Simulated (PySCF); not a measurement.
PySCF input for SeCl3, SMILES Cl[Se+](Cl)Cl, charge +1, C-PCM-ωB97X/def2-SVP. Coordinates come from a PBE0-D3(BJ)/def2-SVP optimisation. The multiplicity is an assumed one; other spin states were not compared. The isomer is the one that the SMILES or the coordinates give; other isomers of the formula were not compared.

```python
import numpy as np
from pyscf import gto, scf, dft
from pyscf.solvent import pcm

mol = gto.M(
    atom='''
    Se   -0.00000000   -0.00000000    0.56272708
    Cl    1.64544706   -0.94999931   -0.37515139
    Cl   -1.64544707   -0.94999930   -0.37515139
    Cl    0.00000000    1.89999861   -0.37515139
    ''',
    basis='def2-SVP',
    charge=1,
    spin=0,
    max_memory=1600,
    verbose=3,
)
mf = dft.RKS(mol, xc='wb97x').density_fit(auxbasis='def2-universal-jkfit')
mf.grids.level = 3
mf.conv_tol = 1e-9
mf.max_cycle = 100
mf.kernel()
res = {}
for name, eps in {'water': 78.355, 'chloroform': 4.7113, 'tetrahydrofuran': 7.4257}.items():
    s = mf.PCM()
    s.with_solvent.method, s.with_solvent.eps, s.with_solvent.lebedev_order = 'C-PCM', eps, 29
    s.kernel(mf.make_rdm1())
    res[name] = (s.e_tot, eps, s.dip_moment(), s.mo_energy, s.converged)
    print(f'{name}: electrostatic solvation free energy {(s.e_tot - mf.e_tot) * 627.509474:.3f} kcal/mol')
```

Program output:

```
converged SCF energy = -3781.11247733103

WARN: PCM is an experimental feature. It is still in testing.
Features and APIs may be changed in the future.

converged SCF energy = -3781.20589646012

WARN: System has nonzero charge 1; the dipole moment is origin-dependent.
Location of origin: [0. 0. 0.]

Dipole moment(X, Y, Z, Debye):  0.00000, -0.00087,  1.74385
water: electrostatic solvation free energy -58.621 kcal/mol

WARN: PCM is an experimental feature. It is still in testing.
Features and APIs may be changed in the future.

converged SCF energy = -3781.18676949529

WARN: System has nonzero charge 1; the dipole moment is origin-dependent.
Location of origin: [0. 0. 0.]

Dipole moment(X, Y, Z, Debye):  0.00000, -0.00063,  1.58622
chloroform: electrostatic solvation free energy -46.619 kcal/mol

WARN: PCM is an experimental feature. It is still in testing.
Features and APIs may be changed in the future.

converged SCF energy = -3781.19419072816

WARN: System has nonzero charge 1; the dipole moment is origin-dependent.
Location of origin: [0. 0. 0.]

Dipole moment(X, Y, Z, Debye):  0.00000, -0.00072,  1.64560
tetrahydrofuran: electrostatic solvation free energy -51.276 kcal/mol
```

Self-consistency was reached.
